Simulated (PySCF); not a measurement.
Vertical excitations of a molecule C3H10OSi2 from TDA-PBE/def2-SVPD run with PySCF, as energy in eV (oscillator strength): 5.05 (0.005), 5.17 (0.005), 5.47 (0.007), 5.98 (0.015), 6.09 (0.037), 6.13 (0.006). Lowest triplet (TDA): 4.94 eV. Geometry: PBE0-D3(BJ)/def2-SVP. One conformer was computed; it need not be the lowest.

Task: Which molecule gave these data?
A) CO[SiH]1C[SiH2]C1
B) C[C@]1([SiH3])OC[SiH2]1
C) O[C@]1([SiH3])CC[SiH2]1
D) C[Si@H]1CO[C@H]1[SiH3]

Result: D, C[Si@H]1CO[C@H]1[SiH3]
